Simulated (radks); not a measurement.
Spin polarisation of the 3p3 shell in S+. Start: [Ne] 3s2 3p(up 1.5, down 1.5); electrons of 3p are moved from spin down to spin up, other shells keep equal spins. Method: scalar-relativistic Kohn-Sham, r2SCAN, spin-polarised, spherical densities, finite nucleus; meta-GGA in the generalised Kohn-Sham scheme; Fermi nuclear charge, rms radius of each element as measured or else 0.836 A^(1/3) + 0.57 fm; computed with a radial shooting solver on a logarithmic mesh with Libxc functionals.

[
 {"moment (Bohr magnetons)": "0", "E - E(0) (eV)": "0.000", "e(3p up) (eV)": "-16.954", "e(3p down) (eV)": "-16.954", "3s down minus up (eV)": "0.000", "2p down minus up (eV)": "0.000"},
 {"moment (Bohr magnetons)": "0.75", "E - E(0) (eV)": "-0.189", "e(3p up) (eV)": "-17.424", "e(3p down) (eV)": "-16.414", "3s down minus up (eV)": "1.078", "2p down minus up (eV)": "0.185"},
 {"moment (Bohr magnetons)": "1.5", "E - E(0) (eV)": "-0.761", "e(3p up) (eV)": "-17.831", "e(3p down) (eV)": "-15.784", "3s down minus up (eV)": "2.176", "2p down minus up (eV)": "0.371"},
 {"moment (Bohr magnetons)": "2.25", "E - E(0) (eV)": "-1.733", "e(3p up) (eV)": "-18.177", "e(3p down) (eV)": "-15.019", "3s down minus up (eV)": "3.338", "2p down minus up (eV)": "0.553"},
 {"moment (Bohr magnetons)": "3", "E - E(0) (eV)": "-3.142", "e(3p up) (eV)": "-18.461", "e(3p down) (eV)": "-14.139", "3s down minus up (eV)": "4.614", "2p down minus up (eV)": "0.732"}
]

At moment 3 the spin-polarisation energy is -3.142 eV and the 3p exchange splitting 4.322 eV, that is 1.441 eV per Bohr magneton; E = -I m^2/4 would give I = 1.397 eV.
